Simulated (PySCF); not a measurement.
C₂H₃NSi (triplet state).
Atom-mapped SMILES: `[N:1]#[C:2][C:3][SiH3:4]` (hydrogens: H5, H6, H7 on Si4)

Computed with UKS B3LYP, pcH-1 on C H N Si, non-relativistic, mean-field spin-orbit, GIAO (PySCF 2.14.0). Geometry: GFN2-xTB; no solvent, vibrations or thermal averaging. This triplet need not be the ground state; the singlet was not compared here. Couplings are sensitive to structure, and on GFN2-xTB geometries they can be far from those on DFT ones. No stability test was run, so a lower SCF solution isn't excluded. No frequencies were computed at this geometry's level, so the symmetric structure isn't shown to be a minimum.

Question: Give the principal g shifts and their parts.

Answer: 
```csv
Δg (ppm),1,2,3
relativistic mass correction,-168,-168,-168
gauge correction,38,13,13
orbital Zeeman/spin–orbit,-47,804,804
total,-177,649,649
```

So g = 2.00214, 2.00297, 2.00297 and g_iso = 2.00269; the tensor is axial. Axes: g1 points within 1° of the C3–Si4 bond.

Question: Average each term over the three axes. Which is largest in size?

Answer: The orbital-Zeeman/spin–orbit term 520, the mass correction -168 and the gauge correction 21 ppm, for a total of 374 ppm. The orbital-Zeeman/spin–orbit term is the largest in size. The mass correction is the same along every axis, so the anisotropy comes from the other two: their spans along these axes are 25 (gauge) and 852 ppm (orbital Zeeman/spin–orbit).

Question: At 94.481 GHz, how far is the centre of the isotropic spectrum from where a free electron (g = 2.002319) resonates, zero-field splitting left aside?

Answer: B = hν/(g μB) with μB/h = 13.99624 MHz/mT gives 3371.32 mT for the free electron and 3370.69 mT at g_iso, 0.63 mT lower.

Question: What effective moment and Curie constant follow for a powder at temperatures where kT is far above the zero-field splitting?

Answer: With the mean of g² = 4.0108 and S(S+1) = 2.00: μ_eff = √(⟨g²⟩S(S+1)) = 2.832 μB and χT = 0.12505·⟨g²⟩·S(S+1) = 1.003 cm³ K/mol (cgs; spin-Hamiltonian part alone).

The largest Mulliken spin populations are on C3 (+1.48), N1 (+0.93), C2 (-0.44) and Si4 (-0.08). The positive populations add up to 2.52 and the negative ones to -0.52, together 2S = 2.

The HOMO–LUMO gaps are 7.50 eV among the α and 6.18 eV among the β orbitals.
